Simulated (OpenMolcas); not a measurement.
**O2+: effect of the level shift or regulariser**

```yaml
Program: OpenMolcas
Basis: ANO-RCC-VTZP [4s3p2d1f]
Scalar_Hamiltonian: DKH2, point nucleus
Active_space: 4 electrons in 4 orbitals (2s 2p)
State_averaging: 2S+1 = 3 even, 6 roots; 2S+1 = 1 even, 11 roots; 2S+1 = 5 odd, 1 root; 2S+1 = 3 odd, 9 roots; 2S+1 = 1 odd, 8 roots
Spin-orbit_coupling: RASSI with atomic mean-field integrals over the reference wave functions, term energies averaged over their components
```

Methods on the same reference wave functions:
A. CASSCF
B. MS-CASPT2, IPEA 0.25 Eh, imaginary shift 0.1 Eh (closed shells correlated: 1s)
C. MS-CASPT2, IPEA 0.25 Eh, real shift 0.2 Eh (closed shells correlated: 1s)

Energies in cm-1 above 2s2 2p2 3P0, the measured ground level; measured values from Moore, Selected Tables of Atomic Spectra, NSRDS-NBS 3, section 11.

| Level | A | B | C | Measured |
| --- | --- | --- | --- | --- |
| 2s2 2p2 3P0 | 0.0 | 0.0 | 0.0 | 0.0 |
| 2s2 2p2 3P1 | 106 | 106 | 106 | 113 |
| 2s2 2p2 3P2 | 312 | 313 | 313 |  |
| 2s2 2p2 1D2 | 22550 | 20530 | 20530 | 20273 |
| 2s2 2p2 1S0 | 40399 | 42940 | 42930 | 43186 |
| 2s 2p3 5S* 2 | 49125 | 57820 | 57800 | 60325 |
| 2s 2p3 3D* 2 | 123087 | 118650 | 118710 |  |
| 2s 2p3 3D* 1 | 123088 | 118650 | 118710 |  |
| 2s 2p3 3D* 3 | 123089 | 118650 | 118710 |  |
| 2s 2p3 3P* 0 | 145230 | 142400 | 142460 |  |
| 2s 2p3 3P* 1 | 145230 | 142400 | 142460 |  |
| 2s 2p3 3P* 2 | 145231 | 142400 | 142460 |  |
| 2s 2p3 1D* 2 | 202187 | 189130 | 189210 | 187054 |
| 2s 2p3 3S* 1 | 209381 | 199450 | 199470 | 197088 |
| 2s 2p3 1P* 1 | 224126 | 212550 | 212630 | 210462 |

Deviations, from unrounded energies. A percentage is the sum of absolute deviations over the sum of measured energies, with the sign that they share, or ± where signs differ.

```csv
Against measurement,Levels,A,B,C
mean absolute deviation (cm-1),7,8200,1400,1400
fine structure of the ground term (%),1,-6.5,-6.3,-6.3
other terms of the ground configuration (%),2,±8.0,±0.8,±0.8
other configurations (%),4,±8.0,±1.4,±1.4
```

B, C lie about equally close to measurement and A furthest from it. The largest miss of B in the table is 2s 2p3 5S* 2, by -2500 cm-1. The ranking rests on the paired levels alone, and a cruder setting can come out closer through cancelling errors.

Between B and C the level of the table that moves most is 2s 2p3 1D* 2, by 77 cm-1 (lowest in B, highest in C). Moves below CASPT2's spread within the term are not significant.

The mean deviations of B to C differ by less than CASPT2's widest spread within a term (310 cm-1), so their order carries little weight.

From A to B the spin-free energies of the other terms of 2s2 2p2 shown, above 3P, scale by factors of 0.91 to 1.06.

The lowest spin-free term lies below A's lowest term by 0.073 hartree in B, 0.073 hartree in C.

Term energies are means over components that CASPT2 splits; among the terms shown or strongly mixed into the levels shown the widest spread is 310 cm-1 (2s 2p3 3D*, B). Measured partners are found by configuration, term and J. A level has none where our copy of the source lacks it or the pairing is in doubt (some pairs that miss far off the trend of their configuration count as doubtful), and it then counts in no deviation. Only configurations of the active space appear. Levels that lie high or do not pair safely by name in every column are left out.

* marks odd parity.
